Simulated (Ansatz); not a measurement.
Ansatz (a first-principles code) input (wB97X-V/def2-TZVPD):

Ansatz 0.2 input:
```yaml
crystal:
  periodic: [false, false, false]
  atoms:
    - {symbol: C, position_ang: [2.53879028, 0.08532159, -0.51387535]}
    - {symbol: C, position_ang: [1.10103950, 0.49694539, -0.82097064]}
    - {symbol: C, position_ang: [0.03317775, -0.19975854, 0.03305674]}
    - {symbol: C, position_ang: [0.18049102, 0.14229464, 1.51662993]}
    - {symbol: C, position_ang: [-1.36727683, 0.14111982, -0.49383678]}
    - {symbol: C, position_ang: [-2.50614593, -0.64194228, 0.15474620]}
    - {symbol: H, position_ang: [2.84119904, 0.37438481, 0.49355764]}
    - {symbol: H, position_ang: [3.23601578, 0.55433410, -1.21057928]}
    - {symbol: H, position_ang: [2.66236686, -0.99735857, -0.59968732]}
    - {symbol: H, position_ang: [0.99614118, 1.58129610, -0.70106427]}
    - {symbol: H, position_ang: [0.89052989, 0.28701218, -1.87414928]}
    - {symbol: H, position_ang: [0.17424241, -1.28299074, -0.08080948]}
    - {symbol: H, position_ang: [1.16464657, -0.13131310, 1.89750383]}
    - {symbol: H, position_ang: [-0.55777406, -0.37961243, 2.12578175]}
    - {symbol: H, position_ang: [0.04679934, 1.21651343, 1.67632338]}
    - {symbol: H, position_ang: [-1.38287680, -0.04071575, -1.57284742]}
    - {symbol: H, position_ang: [-1.54060523, 1.21560584, -0.36486114]}
    - {symbol: H, position_ang: [-2.34187653, -1.71875627, 0.06354107]}
    - {symbol: H, position_ang: [-2.60930702, -0.41134487, 1.21593066]}
    - {symbol: H, position_ang: [-3.45995611, -0.41093844, -0.32314069]}
basis:
  gaussian:
    orbitals: def2-TZVPD
hamiltonian:
  xc: {name: wB97X-V}
total_charge: 1
magnetization: {spin_polarized: true, initial_magnetization: 1}
```

End of the output:

```
integrals: 0.48 GiB planned
1758 factors; their error is unknown
integrals: 0.52 GiB planned
754 factors; integrals over basis functions are off by at most 1.0e-6 eV
0.59 GiB of the device are held for the grids
2.75 GiB of device memory are held for the factors and their scratch space
mean field: 4.46 GiB planned
mean field evaluation 1: about -6430.4523 eV, gradient 4.7e1 eV
mean field evaluation 2: about -6435.6509 eV, gradient 3.3e1 eV
mean field evaluation 4: about -6440.5824 eV, gradient 2.1e0 eV
mean field evaluation 8: about -6440.6446 eV, gradient 2.3e-1 eV
mean field evaluation 16: about -6440.5809 eV, gradient 6.6e-2 eV
mean field evaluation 32: about -6440.6519 eV, gradient 6.3e0 eV
mean field evaluation 64: about -6440.7927 eV, gradient 2.3e-1 eV
mean field evaluation 96: about -6440.9619 eV, gradient 1.7e-6 eV
mean field -6440.96193379 eV, -236.7009852261 hartree, gradient 1.7e-6 eV, S^2 0.754842; 6 other end points of the search recorded, 0 dependent functions left out
reference -6440.96193127 eV, -236.7009851334 hartree; 25, 24 occupied and 323, 324 virtual orbitals, 1758 factors
Total energy: -6440.96193127 eV, -236.7009851334 hartree
```

This state (charge 1, doublet) is run at the relaxed geometry of the species with charge 0 and multiplicity 1.
